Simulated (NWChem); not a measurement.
CClF, singlet; SMILES [C](Cl)F

```xyz
3

F     -0.2550     1.4527     0.0000
C      0.6746     0.5645     0.0000
Cl    -0.1181    -0.9884     0.0000
```
Atoms are numbered in this order, from 1.

Computed with NWChem. Low-valent species are run as closed-shell singlets; no triplet was tried in these runs. Geometry: optimised at PBE0/def2-SVP. Level: PBE0/def2-SVP with SMD (1 M gas to 1 M solution), gas-phase geometry.

Task: What does the run give for solvent water? Quantities: solvation free energy (kcal/mol); cavity-dispersion-structure term (kcal/mol); dipole in solution (D).

Result: 
```yaml
solvation free energy (kcal/mol): 2.9
cavity-dispersion-structure term (kcal/mol): 4.6
dipole in solution (D): 1.13
```
